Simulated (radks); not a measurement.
Results of a calculation; reference values are marked as such.
Task: These are the eigenvalues of the occupied orbitals of an atom or ion with whole-number occupations (eV). Level of theory: Dirac Kohn-Sham, PBE, spin-unpolarised, spherical densities, finite nucleus; Fermi nuclear charge, rms radius of each element as measured or else 0.836 A^(1/3) + 0.57 fm (a radial shooting solver on a logarithmic mesh with Libxc functionals).

1s1/2: -3169.725
2s1/2: -344.9991
2p1/2: -279.5889
2p3/2: -277.3429
3s1/2: -65.5525
3p1/2: -50.0747
3p3/2: -49.8262

Which element is it, and in what charge state? The configuration may be excited. Open shells, if any, fill j = l - 1/2 first.

Result: Z = 18, argon, charge +3: Ar3+ in [Ne] 3s2 3p3. The list shows which subshells hold electrons but not how many an open one holds; the 1s level, -116.49 hartree, gives Z - s = 15.3 by -(Z - s)^2/2, which with screening and relativity narrows Z to a few neighbours, and the depths of the outer levels then fix element, charge and occupations together.
